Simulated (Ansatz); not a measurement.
Computed with Ansatz on PBE0-D4/def2-TZVP structures; ΔE is electronic, products minus reactants. CBS: MP2 limit from def2 TZ/QZ plus the TZ coupled-cluster correction, frozen cores. This one scheme is used for every species. One conformer a species, not always the lowest.

`CCBSC` + CH₃NH₂ → `CCBNC` + CH₃SH  (ligand exchange at a B–S bond)

`CCBSC`:

Cartesian coordinates in Å:
```
C 1.469 -1.556 -0.663
C 0.573 -0.377 -0.301
B -0.728 -0.741 0.490
S -1.926 0.429 1.060
C -1.307 2.044 0.534
H 2.357 -1.239 -1.217
H 0.934 -2.281 -1.281
H 1.807 -2.083 0.232
H 1.140 0.365 0.279
H 0.281 0.169 -1.210
H -1.018 -1.869 0.774
H -2.025 2.793 0.865
H -1.219 2.090 -0.551
H -0.339 2.254 0.988
```

CH₃NH₂:

Z-matrix (Å, degrees):
```
C
N 1 1.453
H 1 1.092 2 109.4
H 1 1.100 2 115.4 3 -121.6
H 1 1.092 2 109.4 3 116.8
H 2 1.012 1 110.6 3 62.6
H 2 1.012 1 110.6 3 -179.3
```

`CCBNC`:

Cartesian coordinates in Å:
```
C -1.790 -1.024 -0.341
C -0.446 -1.513 0.182
B 0.702 -0.444 0.310
N 0.508 0.888 -0.029
C 1.478 1.954 0.047
H -1.699 -0.605 -1.348
H -2.528 -1.828 -0.396
H -2.212 -0.246 0.302
H -0.071 -2.330 -0.448
H -0.574 -1.981 1.168
H 1.793 -0.757 0.711
H -0.396 1.181 -0.367
H 2.421 1.551 0.416
H 1.660 2.406 -0.934
H 1.155 2.748 0.729
```

CH₃SH:

Cartesian coordinates in Å:
```
C -0.175 -0.378 0.261
S -0.266 0.960 -0.949
H 0.561 -1.128 -0.027
H -1.160 -0.845 0.272
H 0.041 0.000 1.259
H 0.998 1.390 -0.816
```

```
species  CCSD(T)/CBS(def2) energy (Eh)
`CCBSC`                     -542.17574
 CH₃NH₂                      -95.75281
`CCBNC`                     -199.71933
  CH₃SH                     -438.22835
```

Question: Work out ΔE.

Answer: ΔE = (-199.71933) + (-438.22835) − (-542.17574) − (-95.75281) = -0.01913 Eh = -12.0 kcal/mol.

Largest T1 diagnostic among the species: 0.012.

In def2-TZVPP, CCSD(T) changes the Hartree–Fock value by +1.4 kcal/mol (the triples alone add +0.5 kcal/mol) and MP2 by +2.0 kcal/mol.
